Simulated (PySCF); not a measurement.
SnSb: from constants to spectrum

r²SCAN constants of SnSb, ²Π (doublet), unpaired electrons π ↑ (PySCF, scalar-relativistic core potentials, basis sets Sn cc-pVDZ-PP with ECP28, Sb cc-pVDZ-PP with ECP28; masses 119.9022 and 120.9038 u):

```
ωe            : 221.2 cm⁻¹
ωexe          : 0.734 cm⁻¹
Be            : 0.039935 cm⁻¹
αe            : 0.000124 cm⁻¹
De to Sn + Sb : 2.31 eV
```

Task: What force constant and bond length do these constants imply?

Result: Reduced mass μred = 60.200 u; k = 5.8918×10⁻⁷·μred·ωe² (u, cm⁻¹, mdyn/Å) = 1.74 mdyn/Å; Re = √(16.8576/(μred·Be)) (u, cm⁻¹, Å) = 2.648 Å.

Task: Estimate the centrifugal constant D from the Kratzer relation and find the Dunham coefficient a1.

Result: D = 4Be³/ωe² = 5.21e-09 cm⁻¹; a1 = −1 − αeωe/(6Be²) = -3.87.

Spin–orbit coupling is left out, which matters for elements this heavy, above all for dissociation energies. The state is the lowest determinant that a PBE0 search found; another state may lie lower at other levels.
